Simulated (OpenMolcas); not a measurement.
A run on Fe2+ with 5 ligands (fluoride, oxide on the axis) in square pyramidal coordination (C4v) at 1.99 Å, the axial distance 2.054 Å. A charge of +0.8 e stands 2.4 Å behind each ligand. Ligand basis ANO-RCC-VDZP.
```
Fe    0.0000    0.0000    0.0000
F     1.9900    0.0000    0.0000
F     0.0000    1.9900    0.0000
F    -1.9900    0.0000    0.0000
F     0.0000   -1.9900    0.0000
O     0.0000    0.0000    2.0537
```

```yaml
Program: OpenMolcas 26.06
Method: CASSCF
Basis: ANO-RCC-VDZP [5s4p2d1f]
Scalar_Hamiltonian: DKH2, point nucleus
Active_space: 6 electrons in 5 orbitals (3d)
State_averaging: 2S+1 = 5 even, 5 roots; 2S+1 = 3 even, 45 roots; 2S+1 = 1 even, 50 roots
Spin-orbit_coupling: RASSI with atomic mean-field integrals over the reference wave functions
```

104 basis functions. Blocks (2S+1, parity, CSFs, roots kept): 5, even, 5, 5; 3, even, 45, 45; 1, even, 50, 50.

**Question.** How long do the RASSCF and RASSI steps take on 1 thread of Arm Neoverse V1, on a shared host?

**Answer.** About 56 s of wall time, without the integral step.
